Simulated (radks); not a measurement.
Excited configurations of Ta II: one electron is placed in a higher orbital outside [Xe] 4f14 5d3. The ground configuration is [Xe] 4f14 5d3 6s1. All-electron calculation, scalar-relativistic Kohn-Sham, SCAN, spin-polarised, spherical densities, finite nucleus; open shells are filled with parallel spins first (spin-orbit coupling, left out, can overturn this in heavy ions); meta-GGA in the generalised Kohn-Sham scheme; Fermi nuclear charge, rms radius 5.3507 fm. Program: a radial shooting solver on a logarithmic mesh with Libxc functionals. Excitation = E - E(ground); binding = E(ion) - E, where the ion is the core of charge +2; n* = 2/sqrt(2 binding) in atomic units, and the quantum defect is n - n*.

outer orbital,excitation (eV),binding (eV),eigenvalue (eV),<r> (bohr)
5f,12.683,3.546,-2.471,8.358
6p,5.995,10.234,-7.870,3.832
6d,11.027,5.201,-3.827,6.618
6f,13.845,2.384,-1.795,14.46
7p,11.302,4.927,-3.911,8.204
7d,13.141,3.088,-2.400,12.21
7f,14.544,1.685,-1.315,22.07

The Delta-SCF ionisation energy is 16.229 eV (NIST Atomic Spectra Database: 16.2 eV, semi-empirical). Self-interaction in the functional shifts the binding energies and quantum defects, so they are the method's values and not measured ones. Open shells are spherical and high-spin; term and fine-structure splittings are not resolved. Spin-orbit splitting is averaged out at the scalar-relativistic level.
